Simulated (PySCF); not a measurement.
PySCF input file for C3H9In, SMILES [CH3][In]([CH3])[CH3], TDA-ωB97X/def2-SVPD. The structure is a stationary point at ωB97X-D3(BJ)/def2-SVP. The isomer is the one that the SMILES or the coordinates give; other isomers of the formula were not compared. The def2 effective core potentials stand for the cores of In; spin–orbit coupling is left out.

```python
import numpy as np
from pyscf import gto, scf, dft, tdscf

mol = gto.M(
    atom='''
    In   -0.00645030    0.00289455    0.00399252
    C    -1.46694901   -1.58878823   -0.13871341
    H    -1.17036311   -2.28857903   -0.93833964
    H    -2.46496536   -1.19941929   -0.39224202
    H    -1.53528558   -2.16314536    0.79781602
    C    -0.20646990    1.79146794   -1.19951005
    H     0.60364278    1.83417792   -1.94636925
    H    -0.11602771    2.69172856   -0.57051920
    H    -1.16838905    1.82953266   -1.73214783
    C     1.69585925   -0.21233922    1.32518627
    H     2.12651899    0.76226624    1.60081581
    H     2.48310570   -0.79650005    0.81928315
    H     1.42318622   -0.75393753    2.24429242
    ''',
    basis='def2-SVPD',
    ecp={'In': 'def2-svp'},
    charge=0,
    spin=0,
    max_memory=1600,
    verbose=4,
)
mf = dft.RKS(mol, xc='wb97x').density_fit(auxbasis='def2-universal-jkfit')
mf.grids.level = 3
mf.conv_tol = 1e-9
mf.max_cycle = 100
mf.kernel()
mf.grids = dft.Grids(mol).set(level=1).build(with_non0tab=True)  # coarser grid for the response kernel
td = tdscf.TDA(mf)
td.singlet = True
td.nstates = 10
td.conv_tol = 1e-4
td.kernel(x0=td.get_init_guess(mf, 15))
td.analyze()
tt = tdscf.TDA(mf)
tt.singlet = False
tt.nstates = 4
tt.conv_tol = 1e-4
tt.kernel(x0=tt.get_init_guess(mf, 9))
tt.analyze(verbose=3)
```

It prints:

```
PySCF version 2.14.0

[INPUT] verbose = 4
[INPUT] num. atoms = 13
[INPUT] num. electrons = 48
[INPUT] charge = 0
[INPUT] spin (= nelec alpha-beta = 2S) = 0
[INPUT] symmetry False subgroup None
[INPUT] Mole.unit = angstrom
[INPUT] Symbol           X                Y                Z      unit          X                Y                Z       unit  Magmom
[INPUT]  1 In    -0.006450300000   0.002894550000   0.003992520000 AA   -0.012189300421   0.005469906754   0.007544769347 Bohr   0.0
[INPUT]  2 C     -1.466949010000  -1.588788230000  -0.138713410000 AA   -2.772131867602  -3.002374624632  -0.262130354705 Bohr   0.0
[INPUT]  3 H     -1.170363110000  -2.288579030000  -0.938339640000 AA   -2.211665744194  -4.324787581123  -1.773204931423 Bohr   0.0
[INPUT]  4 H     -2.464965360000  -1.199419290000  -0.392242020000 AA   -4.658109436940  -2.266573966620  -0.741229992346 Bohr   0.0
[INPUT]  5 H     -1.535285580000  -2.163145360000   0.797816020000 AA   -2.901269269194  -4.087752298024   1.507653775591 Bohr   0.0
[INPUT]  6 C     -0.206469900000   1.791467940000  -1.199510050000 AA   -0.390171563966   3.385383767539  -2.266745478163 Bohr   0.0
[INPUT]  7 H      0.603642780000   1.834177920000  -1.946369250000 AA    1.140719531271   3.466093932524  -3.678104819775 Bohr   0.0
[INPUT]  8 H     -0.116027710000   2.691728560000  -0.570519200000 AA   -0.219260594760   5.086629780070  -1.078125036806 Bohr   0.0
[INPUT]  9 H     -1.168389050000   1.829532660000  -1.732147830000 AA   -2.207935311441   3.457315663347  -3.273285005960 Bohr   0.0
[INPUT] 10 C      1.695859250000  -0.212339220000   1.325186270000 AA    3.204709528310  -0.401262971304   2.504239114334 Bohr   0.0
[INPUT] 11 H      2.126518990000   0.762266240000   1.600815810000 AA    4.018538489787   1.440474427602   3.025103456774 Bohr   0.0
[INPUT] 12 H      2.483105700000  -0.796500050000   0.819283150000 AA    4.692389711346  -1.505166952702   1.548220771971 Bohr   0.0
[INPUT] 13 H      1.423186220000  -0.753937530000   2.244292420000 AA    2.689432180055  -1.424735446731   4.241098017237 Bohr   0.0

nuclear repulsion = 189.297387722197
number of shells = 72
number of NR pGTOs = 247
number of NR cGTOs = 164
basis = def2-SVPD
ecp = {'In': 'def2-svp'}


[settings echo left out]
init E= -287.842103175599
  HOMO = -0.68573968733062  LUMO = -0.48215463964633  gap/eV = 5.53983
cycle= 1 E= -308.916619986708  delta_E= -21.1  |g|=  1.9  |ddm|= 14.1
  HOMO = -0.108271234601926  LUMO = 0.0724544069807074  gap/eV = 4.91780
cycle= 2 E= -309.338294142951  delta_E= -0.422  |g|= 1.61  |ddm|= 8.63
  HOMO = -0.31404676137465  LUMO = 0.0532229646927377  gap/eV = 9.99392
cycle= 3 E= -309.765835723919  delta_E= -0.428  |g|= 0.0706  |ddm|= 2.97
  HOMO = -0.348998770999675  LUMO = 0.0306626380485628  gap/eV = 10.33111
cycle= 4 E= -309.767574018126  delta_E= -0.00174  |g|= 0.0271  |ddm|= 0.301
  HOMO = -0.343469816916359  LUMO = 0.0343614396037673  gap/eV = 10.28131
cycle= 5 E= -309.767800322751  delta_E= -0.000226  |g|= 0.00784  |ddm|= 0.0455
  HOMO = -0.344697529298614  LUMO = 0.0345989444918526  gap/eV = 10.32118
cycle= 6 E= -309.767824354294  delta_E= -2.4e-05  |g|= 0.00237  |ddm|= 0.0264
  HOMO = -0.344690905237402  LUMO = 0.034511098466778  gap/eV = 10.31861
cycle= 7 E= -309.767826983879  delta_E= -2.63e-06  |g|= 0.00026  |ddm|= 0.00916
  HOMO = -0.34468659624768  LUMO = 0.0345428118388753  gap/eV = 10.31936
cycle= 8 E= -309.767827049689  delta_E= -6.58e-08  |g|= 3.71e-05  |ddm|= 0.00259
  HOMO = -0.344687638066011  LUMO = 0.0345469364071782  gap/eV = 10.31950
cycle= 9 E= -309.767827050797  delta_E= -1.11e-09  |g|= 6.65e-06  |ddm|= 0.000341
  HOMO = -0.344687264094927  LUMO = 0.0345468356436207  gap/eV = 10.31949
cycle= 10 E= -309.76782705082  delta_E= -2.22e-11  |g|= 2.54e-06  |ddm|= 2.83e-05
  HOMO = -0.344687652616673  LUMO = 0.0345467310189917  gap/eV = 10.31949
Extra cycle  E= -309.76782705082  delta_E= 1.14e-13  |g|= 1.78e-06  |ddm|= 8.72e-06
converged SCF energy = -309.76782705082
tot grids = 45880


******** <class 'pyscf.tdscf.rks.TDA'> for <class 'pyscf.df.df_jk.DFRKS'> ********
nstates = 10 singlet
deg_eia_thresh = 1.000e-03
wfnsym = None
conv_tol = 0.0001
eigh lindep = 1e-12
eigh level_shift = 0
eigh max_cycle = 100


Excitation energies (eV)
[5.09965699 5.10276084 6.62463451 6.63297485 7.9033219  7.9838235
 8.05384263 8.09822977 8.56885609 8.58903904]

** Singlet excitation energies and oscillator strengths **
Excited State   1:      5.09966 eV    243.12 nm  f=0.0000
      24 -> 25        0.69853
Excited State   2:      5.10276 eV    242.97 nm  f=0.0000
      23 -> 25        0.69881
Excited State   3:      6.62463 eV    187.16 nm  f=0.2083
      24 -> 26        0.66269
      24 -> 29        0.11029
Excited State   4:      6.63297 eV    186.92 nm  f=0.2212
      23 -> 26        0.66269
      23 -> 28       -0.10646
Excited State   5:      7.90332 eV    156.88 nm  f=0.0003
      19 -> 26       -0.14170
      23 -> 27       -0.42766
      23 -> 34       -0.15593
      24 -> 28        0.46989
      24 -> 33       -0.15916
Excited State   6:      7.98382 eV    155.29 nm  f=0.0003
      23 -> 28        0.37996
      23 -> 36       -0.11184
      24 -> 27        0.53098
      24 -> 37        0.10430
Excited State   7:      8.05384 eV    153.94 nm  f=0.0065
      23 -> 27        0.41378
      24 -> 28        0.39854
      24 -> 29       -0.35181
Excited State   8:      8.09823 eV    153.10 nm  f=0.0032
      23 -> 28        0.44265
      23 -> 29        0.42205
      24 -> 27       -0.28262
Excited State   9:      8.56886 eV    144.69 nm  f=0.2148
      20 -> 25        0.13871
      23 -> 26        0.17308
      23 -> 28        0.27206
      23 -> 29       -0.47323
      23 -> 32       -0.10356
      23 -> 40        0.10783
      24 -> 27       -0.25500
Excited State  10:      8.58904 eV    144.35 nm  f=0.1977
      21 -> 25        0.14276
      23 -> 27       -0.23393
      24 -> 26        0.17532
      24 -> 28       -0.19297
      24 -> 29       -0.51137
      24 -> 32       -0.11237
      24 -> 40        0.10662

** Transition electric dipole moments (AU) **
state          X           Y           Z        Dip. S.      Osc.
  1         0.0115     -0.0014      0.0095      0.0002      0.0000
  2        -0.0067     -0.0124      0.0019      0.0002      0.0000
  3         0.8474     -0.2153      0.7204      1.2835      0.2083
  4        -0.4733     -1.0376      0.2456      1.3610      0.2212
  5         0.0390     -0.0104     -0.0062      0.0017      0.0003
  6        -0.0164     -0.0303      0.0159      0.0014      0.0003
  7         0.1348     -0.0219      0.1192      0.0329      0.0065
  8         0.0444      0.1129     -0.0363      0.0160      0.0032
  9         0.4536      0.8901     -0.1578      1.0230      0.2148
 10        -0.6922      0.2544     -0.6291      0.9397      0.1977

WARN: ECP detected. Skipping calculation of transition velocity and magnetic dipole moments, which have not yet been implemented.



******** <class 'pyscf.tdscf.rks.TDA'> for <class 'pyscf.df.df_jk.DFRKS'> ********
nstates = 4 triplet
deg_eia_thresh = 1.000e-03
wfnsym = None
conv_tol = 0.0001
eigh lindep = 1e-12
eigh level_shift = 0
eigh max_cycle = 100


Excitation energies (eV)
[4.87610281 4.88121224 5.90016003 5.90309586]

** Triplet excitation energies and oscillator strengths **
Excited State   1:      4.87610 eV    254.27 nm  f=0.0000
Excited State   2:      4.88121 eV    254.00 nm  f=0.0000
Excited State   3:      5.90016 eV    210.14 nm  f=0.0000
Excited State   4:      5.90310 eV    210.03 nm  f=0.0000
```

The calculation finished and met its thresholds.

Cost: very roughly 5 core-minutes.
